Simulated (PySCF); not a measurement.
# A search over the determinants of AsI

Unrestricted PBE0; As cc-pVTZ-PP with ECP10, I cc-pVTZ-PP with ECP28; scalar-relativistic core potentials (PySCF 2.14). Outer shells of the fragments: As 3d10 4s2 4p3; I 4d10 5s2 5p5.

Followed along the bond (rough minima from three points):

```csv
2Ms+1,unpaired,⟨S²⟩ at the start,R at minimum (Å),Te (eV)
3,π ↑↑,2.01,2.50,0.00
1,π ↑↓,1.01,2.49,0.30
1,none,0.00,2.47,1.22
5,"σ ↑, π ↑↑↑",6.00,none in the scan,≤ 3.60
```

Solutions found at the starting distance of 2.485 Å, counted from the lowest of them; the search is not exhaustive and high or unbound solutions are not listed, so other states can lie among these:

```json
{"2Ms+1": "3", "unpaired": "π ↑↑", "term": "³Σ⁻", "E (eV)": "0.00", "⟨S²⟩": "2.01", "⟨Lz²⟩": "0.00", "μ (D)": "-0.67"}
{"2Ms+1": "1", "unpaired": "π ↑↓", "term": "mixed", "E (eV)": "0.30", "⟨S²⟩": "1.01", "⟨Lz²⟩": "2.02", "μ (D)": "-0.54"}
{"2Ms+1": "1", "unpaired": "none", "term": "mixed", "E (eV)": "1.22", "⟨S²⟩": "0.00", "⟨Lz²⟩": "2.01", "μ (D)": "-0.12"}
{"2Ms+1": "3", "unpaired": "σ ↑, π ↑", "term": "³Π", "E (eV)": "2.94", "⟨S²⟩": "2.03", "⟨Lz²⟩": "1.01", "μ (D)": "-0.86"}
{"2Ms+1": "1", "unpaired": "σ ↓, π ↑", "term": "mixed", "E (eV)": "3.18", "⟨S²⟩": "1.01", "⟨Lz²⟩": "1.02", "μ (D)": "-0.80"}
{"2Ms+1": "3", "unpaired": "π ↑↑", "term": "mixed", "E (eV)": "3.81", "⟨S²⟩": "2.01", "⟨Lz²⟩": "2.02", "μ (D)": "3.59"}
```

A term symbol is given only where ⟨S²⟩ and ⟨Lz²⟩ are close to those of a pure state; real π, δ and φ orbitals otherwise mix terms. A positive dipole means As(−)I(+).

Spin–orbit coupling is left out. Counting both spins, an empty level lies below a filled one in some of these solutions, because spin and occupation are held.
